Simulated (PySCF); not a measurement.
Cd(Et)(OSiH3) (C₂H₈CdOSi), SMILES [CH2](C)[Cd][O][SiH3].

The structure is a stationary point at PBE-D3(BJ)/def2-SVP. The def2 effective core potentials stand for the cores of Cd; spin–orbit coupling is left out. The values are those of a single conformer.

These are PBE/def2-TZVP (PySCF) values and carry that method's errors.

The molecule is in vacuum.

Computed frontier levels, gap, dipole moment and polarisability:
| Quantity | Value |
|---|---|
| highest occupied level | -6.26 eV |
| lowest empty level | -1.76 eV |
| orbital gap | 4.50 eV |
| dipole moment | 3.56 D |
| quadrupole, principal values (traceless, Buckingham form, about the centre of nuclear charge) | -6.75, 2.63, 4.12 D·Å |
| mean static polarisability | 91.9 bohr³ (13.61 Å³) |
| polarisability, principal values | 71.3, 75.4, 128.9 bohr³ |
